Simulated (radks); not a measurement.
Initial-state core-level shifts of the thulium ion Tm2+ when its valence configuration changes from [Xe] 4f13. Method: non-relativistic Kohn-Sham, BLYP, spin-unpolarised, spherical densities, point nucleus; relativity is left out, which matters for an element this heavy; computed with a radial shooting solver on a logarithmic mesh with Libxc functionals. Shifts are changes of the shell-averaged eigenvalues in eV (positive: less bound); the change of the density at the nucleus, which sets a Mossbauer isomer shift, is in e/bohr^3, on a base of 2.346e+05.

[
 {"valence": "4f12 6s1", "1s": "-10.918", "4p": "-11.648", "4d": "-11.471", "5s": "-7.056", "density at nucleus": "+24.67"},
 {"valence": "4f12.5 6p0.5", "1s": "-5.792", "4p": "-6.161", "4d": "-6.079", "5s": "-4.007", "density at nucleus": "+5.51"},
 {"valence": "4f11 6s2", "1s": "-23.303", "4p": "-24.676", "4d": "-24.275", "5s": "-14.408", "density at nucleus": "+55.97"},
 {"valence": "4f12 6s0.5 6p0.5", "1s": "-11.447", "4p": "-12.177", "4d": "-12.000", "5s": "-7.575", "density at nucleus": "+18.25"},
 {"valence": "4f11 5d2", "1s": "-16.317", "4p": "-17.625", "4d": "-17.210", "5s": "-7.810", "density at nucleus": "+21.27"},
 {"valence": "4f11 6p2", "1s": "-25.297", "4p": "-26.675", "4d": "-26.273", "5s": "-16.334", "density at nucleus": "+25.74"},
 {"valence": "4f11 5d1 6p1", "1s": "-20.697", "4p": "-22.049", "4d": "-21.640", "5s": "-12.019", "density at nucleus": "+23.27"},
 {"valence": "4f12 5d1", "1s": "-7.758", "4p": "-8.440", "4d": "-8.252", "5s": "-3.954", "density at nucleus": "+9.86"},
 {"valence": "4f9 6p4", "1s": "-55.246", "4p": "-57.402", "4d": "-56.446", "5s": "-32.969", "density at nucleus": "+59.68"}
]
